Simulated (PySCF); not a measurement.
PbCl, CCSD(T): how much the basis matters

PySCF, UHF reference; doublet, unpaired electrons π ↑; De to Pb + Cl without counterpoise correction. Frozen cores follow the default of each basis and core potential.

```tsv
basis	relativity	functions	Re (Å)	ωe (cm⁻¹)	De (eV)	frozen orbitals
def2-SVP	scalar-relativistic core potentials	44	2.499	324	3.15	9
def2-SVPD	scalar-relativistic core potentials	59	2.538	301	3.44	9
x2c-TZVPPall	spin-free X2C	125	2.466	318	3.54	39
```

Task: How does each smaller set differ from the one with most functions, x2c-TZVPPall?

Result: def2-SVP: +3.3 pm, +1.9 % in ωe, -0.39 eV in De; def2-SVPD: +7.2 pm, -5.3 % in ωe, -0.10 eV in De. All at CCSD(T); the set with most functions is neither the basis-set limit nor always the best. The rows treat relativity differently, so the differences are not basis effects alone.

Correlated steps freeze the inner cores (9 to 39 orbitals); shallow outer-core shells are correlated. Correlated levels converge slowly with the basis: in double zeta they bind strong bonds too weakly, by up to about 1 eV, and carry superposition errors of some tenths. Spin–orbit coupling is left out, which matters for elements this heavy, above all for dissociation energies. The state was picked by a PBE0 search and need not be the measured ground state.
